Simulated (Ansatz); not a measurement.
Reactions of `CCCCCCCC`.

Program: Ansatz. Geometries: PBE0-D4/def2-TZVP. ΔE: electronic, gas phase. CBS: MP2 limit from def2 TZ/QZ plus the TZ coupled-cluster correction, frozen cores. This one scheme is used for every species. DFT in def2-TZVPP. B3LYP here is the variant with VWN-RPA as its local correlation; programs differ in this. def2 core potentials past Kr. For Br, Sb outer-core shells are correlated without core-valence functions, which leaves a few kJ/mol of doubt a bond. Scalar relativity is left out up to krypton. One conformer a species, not always the lowest.

```tsv
reaction	CCSD(T)/CBS(def2) (eV)
`CCCCCCCC` + `[NH2][SbH2]` → `CC[NH][SbH2]` + `CCCCCC`	?
`CCCCCCCC` + CH₃OH → `CCCCOC` + `CCCC`	0.27
`CCCCCCCC` + HBr → `CCCCCCCBr` + CH₄	-0.05
`CCCCCCCC` + HCl → `CCCCCl` + `CCCC`	0.15
`CCCCCCCC` + `CCS` → `CCCSCC` + `CCCCC`	0.01
`CCCCCCCC` + `[CH3][Al]([NH2])[Cl]` → `C[NH][Al]([CH3])[Cl]` + `CCCCCCC`	0.45
`CCCCCCCC` + `CCCCC#N` → `CCCCCCCCCC#N` + `CCC`	0.19
`CCCCCCCC` + H₂ → `CCCCC` + `CCC`	-0.61
`CCCCCCCC` + `CCCCCS` → `CCCCCSCCCCC` + `CCC`	?
`CCCCCCCC` → `CCCC(CC)CC`	?
```

**Question.** Fill in the missing values. (Estimate.)

**Answer.** The calculation gave: `CCCCCCCC` + `[NH2][SbH2]` → `CC[NH][SbH2]` + `CCCCCC`: +0.29 eV; `CCCCCCCC` + `CCCCCS` → `CCCCCSCCCCC` + `CCC`: 0.00 eV; `CCCCCCCC` → `CCCC(CC)CC`: -0.01 eV.

Largest T1 diagnostic: 0.013, for `[NH2][SbH2]`.
